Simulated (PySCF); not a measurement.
A made-up structure of ZnBHS, singlet:

```xyz
4
angstrom
S -2.3885 1.0228 0.2276
B -0.9148 0.3906 0.0868
Zn 0.9502 -0.4076 -0.0924
H -0.6989 0.1604 1.1926
```

It is relaxed with PBE-D4/def2-SVP and then PBE0-D4/def2-TZVP (PySCF 2.14 with density fitting (its default auxiliary sets; JK sets also for MP2 and CCSD(T))). Atoms count as bonded within 1.22 times the sum of their covalent radii (H–H: 0.88 Å). The end point is not checked to be a true minimum.

Task: Does its bonding change? (A judgement: the text doesn't fix the answer.)

Result: By the calculation: Yes. Formed: none; broken: B2–Zn3.

Where it ends: The first stage lowers the energy by 1.80 eV in 15 steps. It ends as a complex of BHS ([BH][S]) + Zn:
S1  (-2.410, 1.151, 0.077)
B2  (-1.253, 0.504, 0.974)
Zn3  (1.037, -0.528, -1.320)
H4  (-0.433, 0.042, 1.677)
(Å)

Labels in which every atom is bracketed show which atoms are joined, not bond orders.

For scale, one of the runs: PBE0-D4/def2-TZVP relaxation, 122 basis functions, launched by `OMP_NUM_THREADS=2 python run.py`. Hardware: 2 CPU threads of an AMD EPYC 7B13, shared host. Wall time 44 s; peak host memory 1.2 GiB.
